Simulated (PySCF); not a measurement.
C₅H₆O₃.
SMILES: `C1(=CC1)OC(=O)OC`

The closed-shell SCF was solved with PySCF and density fitting under several settings on one GFN2-xTB geometry (grid level 2 and gas phase unless stated).

```
                                                         settings  basis functions  SCF cycles     E (Eh)  HOMO (eV)  LUMO (eV)  dipole (D)
                                                    PBE0/pcSseg-1              166          15  -419.2106      -6.95       0.04        1.54
                                                wB97X-D/def2-SVPD              217          14  -419.2928      -8.82       1.78        1.40
revPBE/def2-SVPD, fitting basis def2-qzvpp-jkfit, start guess sap              217          17  -419.3212      -5.76      -1.07        1.44
            B3LYP/Sadlej pVTZ, fitting basis def2-universal-jkfit              246          12  -419.8200      -6.72      -0.35        1.41
                                                    B97-D/pcseg-1              142          17  -419.3564      -5.75      -0.93        1.58
```

Question: Estimate the rows for these settings: (1) HF/STO-3G, grid level 4, level shift 0.2 Eh; (2) PBE0/def2-SVP.

Answer: 
```csv
settings,basis functions,SCF cycles,E (Eh),HOMO (eV),LUMO (eV),dipole (D)
"HF/STO-3G, grid level 4, level shift 0.2 Eh",46,12,-411.9186,-7.57,8.01,1.33
PBE0/def2-SVP,142,15,-418.9461,-6.89,0.16,1.60
```

Question: Over all rows, what range does the HOMO–LUMO gap span?

Answer: From 4.69 eV (revPBE/def2-SVPD, fitting basis def2-qzvpp-jkfit, start guess sap) to 15.58 eV (HF/STO-3G, grid level 4, level shift 0.2 Eh). The functional of the narrowest has no exact exchange, that of the widest 100 % exact exchange.

Question: And the dipole moment?

Answer: From 1.33 D (HF/STO-3G, grid level 4, level shift 0.2 Eh) to 1.60 D (PBE0/def2-SVP); the largest is 1.20 times the smallest, and the median is 1.44 D.

Question: Compare two rows with the functional PBE0: PBE0/def2-SVP and PBE0/pcSseg-1. Which energy is lower, and by how much?

Answer: PBE0/pcSseg-1 (166 functions) lies 0.2645 Eh or 166 kcal/mol below PBE0/def2-SVP (142 functions).

B97-D and wB97X-D ran without the empirical dispersion term, which would shift the total energy alone. Cycle counts include a coarse-grid stage where the run had one. At HF/STO-3G the closed-shell solution lies near or past a triplet instability.

The values belong to the conformer `[CH3:1][O:2][C:3](=[O:4])[O:5][C:6]1=[CH:7][CH2:8]1`: C1–O2–C3–O4 1°, O2–C3–O5–C6 -179°, C3–O5–C6–C7 2°.
